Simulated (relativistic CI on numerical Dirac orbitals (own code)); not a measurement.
**Mo⁵⁺: resonant inelastic scattering at the M2,3 edge**

Computed with this model: Dirac-Coulomb-Breit CI, KLI orbitals optimised for each configuration, a model potential for QED, valence Slater integrals scaled by 0.9, Kramers-Heisenberg scattering through one core-hole configuration in a parametric crystal field; configurations [Kr] 4d → [Ne] 3s2 3p5 3d10 4s2 4p6 4d2; 300 K; core-hole width 1.2 eV; summed over polarisations. Incident energies are the highest absorption maxima for each field (at most a few, so the weaker spin-orbit partner edge can be absent), on the computed scale of the free ion. Intensities are in per cent of the strongest line above 0.02 eV; levels within 1 cm⁻¹ are merged; final levels count from the ground level, the first row holds all elastic scattering, lines under 0.4 are left out and each table stops after 24 rows. The scale of the Slater integrals is a model choice and moves the terms in proportion.

Field parameters in Wybourne normalisation: D3d B²₀ = −7Dσ, B⁴₀ = −14Dq − 21Dτ, B⁴₃ = −14√(10/7) Dq; D4h B²₀ = −7Ds, B⁴₀ = 21(Dq − Dt), B⁴₄ = 21√(5/14) Dq; Oh B⁴₀ = 21Dq, B⁴₄ = √(5/14) B⁴₀. The field is a parameter set, without covalency.

S is read from ⟨S²⟩ = S(S + 1).

D3d, 10Dq = 41300, Dσ = 540, Dτ = 480 cm⁻¹:

```
Final level (eV)  Degeneracy  Irrep     S  403 eV  407.6 eV  408.7 eV
           0.000           2     Γ4  0.50   724.3     518.9     438.9
           0.544           2  Γ5+Γ6  0.50   100.0      23.8      21.8
           0.683           2     Γ4  0.50    72.3      20.8      20.2
           5.767           2     Γ4  0.50     1.9      76.1      41.1
           5.770           2  Γ5+Γ6  0.50     2.0      82.5      51.4
```

D4h, 10Dq = 23450, Ds = 1750, Dt = -420 cm⁻¹:

```
Final level (eV)  Degeneracy  Irrep     S  404.1 eV  406.3 eV  407.1 eV
           0.000           2     Γ6  0.50    1012.0     767.5     768.9
           0.117           2     Γ7  0.50      90.2      65.5      67.2
           0.983           2     Γ7  0.50      80.9      26.8      40.9
           3.286           2     Γ6  0.50      11.7     100.0      83.5
           3.893           2     Γ7  0.50       4.1      70.6      72.9
```

Oh, 10Dq = 43650 cm⁻¹:

| Final level (eV) | Degeneracy | Irrep | S | 402.5 eV | 403.3 eV | 408.8 eV |
| --- | --- | --- | --- | --- | --- | --- |
| 0.000 | 4 | Γ8 | 0.50 | 832.3 | 751.0 | 558.3 |
| 0.186 | 2 | Γ7 | 0.50 | 98.9 | 61.6 | 23.4 |
| 5.481 | 4 | Γ8 | 0.50 | 3.3 | 3.5 | 100.0 |

For the first field the strongest loss at the lowest incident energy is the level at 0.54 eV (S = 0.50, against 0.50 in the thermal ground state).
